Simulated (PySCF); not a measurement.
Screening by computed properties: pick the candidate that meets the target.

Each SMILES stands for a single optimised conformer of the isolated species, non-relativistic unless stated; the electronic structure was computed with PySCF and density fitting.

The conformers computed, where there is a choice (atom-mapped SMILES and torsion angles):
- `[CH3:1][C:2](=[O:3])[CH2:4][SiH2:5][c:6]1[cH:7][cH:8][cH:9][s:10]1`: C1–C2–C4–Si5 -97°, C2–C4–Si5–C6 177°, C4–Si5–C6–C7 3°
- `[CH3:1][S:2]/[CH:3]=[C:4](\[CH3:5])[CH2:6][SiH2:7][CH2:8][F:9]`: C1–S2–C3–C4 169°, C3–C4–C6–Si7 94°, C4–C6–Si7–C8 -52°, C6–Si7–C8–F9 -58°
- `[CH3:1][C:2]([CH3:3])([CH3:4])[S:5](=[O:6])(=[O:7])[Cl:8]`: C1–C2–S5–O6 174°
- `[CH3:1]/[CH:2]=[CH:3]\[SiH2:4][C:5]#[C:6][C:7](=[S:8])[O:9][CH3:10]`: C2–C3–Si4–C5 -165°, C6–C7–O9–C10 179°
- `[CH3:1][CH2:2][CH2:3][CH2:4][S:5](=[O:6])(=[O:7])[Cl:8]`: C1–C2–C3–C4 178°, C2–C3–C4–S5 -63°, C3–C4–S5–O6 -42°

(1) Wanted: HOMO–LUMO gap above 7 eV (PBE0/pcSseg-1) and HOMO energy below -8 eV (PBE0/pcSseg-1), at GFN2-xTB geometries. Which candidate meets both?
A. `[Si+]Cl` [singlet]
B. `S(Cl)(=O)(=O)C(C)(C)C`
C. `C/C=C\[SiH2]C#CC(=S)OC`
D. `CC(=O)C[SiH2]C1=CC=CS1`
E. `CS/C=C(\C)C[SiH2]CF`

(2) Wanted: smallest rotational constant below 0.45 GHz (GFN2-xTB) and dipole moment below 3 D (PBE0/pcSseg-1), at GFN2-xTB geometries. Which candidate meets both?
A. `CS/C=C(\C)C[SiH2]CF`
B. `O=S(Cl)(CCCC)=O`
C. `CC(C)(C)S(=O)(=O)Cl`
D. `C/C=C\[SiH2]C#CC(OC)=S`
E. `CC(=O)C[SiH2]c1cccs1`

Answers

(1) B. Computed values:
| species | HOMO–LUMO gap | HOMO energy |
| --- | --- | --- |
| C/C=C\[SiH2]C#CC(=S)OC | 4.33 eV | -6.62 eV |
| CS/C=C(\C)C[SiH2]CF | 5.94 eV | -5.72 eV |
| CC(=O)C[SiH2]C1=CC=CS1 | 6.22 eV | -7.13 eV |
| [Si+]Cl [singlet] | 6.62 eV | -16.26 eV |
| S(Cl)(=O)(=O)C(C)(C)C | 7.62 eV | -8.89 eV |

(2) D. Computed values:
```
               species  smallest rotational constant  dipole moment
C/C=C\[SiH2]C#CC(OC)=S                     0.283 GHz         1.77 D
  CC(=O)C[SiH2]c1cccs1                     0.392 GHz         3.44 D
   CS/C=C(\C)C[SiH2]CF                     0.517 GHz         0.75 D
       O=S(Cl)(CCCC)=O                     0.744 GHz         4.17 D
   CC(C)(C)S(=O)(=O)Cl                     1.201 GHz         4.68 D
```
